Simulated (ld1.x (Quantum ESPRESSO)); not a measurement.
**Rh (Z = 45), ultrasoft: configuration errors across variants**

| Item | Value |
| --- | --- |
| Element | Rh |
| Generator | ld1.x (Quantum ESPRESSO) 7.5 |
| Type | ultrasoft |
| Functional | PBE |
| Relativity | scalar-relativistic |
| Frozen core | [Kr] |
| Valence charge | 9 |
| Reference configuration | 4d9 5s0 5p0 |
| Partial waves | 5s (bound, empty): rcut 0.80, rcutus 1.00 bohr; 5s channel at 2.15 Ry: rcut 0.80, rcutus 1.00 bohr; 5p (bound, empty): rcut 1.45, rcutus 1.50 bohr; 5p channel at 0.35 Ry: rcut 1.45, rcutus 1.50 bohr; 4d (bound): rcut 1.80, rcutus 2.20 bohr; 4d channel at 4.85 Ry: rcut 1.80, rcutus 2.20 bohr |
| Local potential | all-electron potential smoothed inside 1.45 bohr (lloc = -1) |
| Core correction | a·sin(br)/r model core inside 0.60 bohr |
| Augmentation charge | PSQ, inside the norm-conserving radii |

All-electron excitation energies from the reference (eV): (1) 4d8 5s0 5p0 8.370; (2) 4d7 5s0 5p0 27.881; (3) 4d5 5s0 5p0 107.332.

For the base: The 5s radius (1.00 bohr) lies inside the outermost node of the all-electron wave (1.20 bohr), which a nodeless pseudo-wave cannot match soundly.

Tests that are not counted but printed errors over 1 eV. “base”: 4d7 5s1 5p1 (solver errors, printed error -12.0 eV); 4d7 5s1 5p0 (solver errors, printed error -3.8 eV); 1 more. “wave 5s channel at 2.15 Ry: rcut 0.80, rcutus 1.00 bohr becomes 5s channel at 0.04 Ry: rcut 0.80, rcutus 1.00 bohr”: 4d7 5s1 5p1 (solver errors, printed error -12.0 eV); 4d7 5s1 5p0 (solver errors, printed error -3.8 eV); 1 more.

7 further variants failed, have other tests or another functional or relativity, and are left out.

A true bound ghost makes a file unfit for plane-wave use even where its test errors are small: the radial tests pick states by their node count and pass the ghost by. Where a test does run into it, the solver fails or the error is huge.

Errors AE − PS in meV (a dash: test not solved or not reliable):

| change | (1) | (2) | (3) | bound ghosts |
| --- | --- | --- | --- | --- |
| base | -15 | -125 | -1216 | s, p |
| wave 5s channel at 2.15 Ry: rcut 0.80, rcutus 1.00 bohr becomes 5s channel at 0.04 Ry: rcut 0.80, rcutus 1.00 bohr | -15 | -125 | -1216 | s, p |
| waves 4d (bound): rcut 1.80, rcutus 3.14 bohr; 4d channel at 4.85 Ry: rcut 1.80, rcutus 3.14 bohr | – | – | – | s, p |

Problem. Give the same row for: core correction a·sin(br)/r model core inside 1.02 bohr.

Solution. -15, -125, -1220; bound ghosts: s, p. Not counted: 4d7 5s1 5p1 (solver errors, printed error -12.0 eV); 4d7 5s1 5p0 (solver errors, printed error -3.8 eV); 1 more.
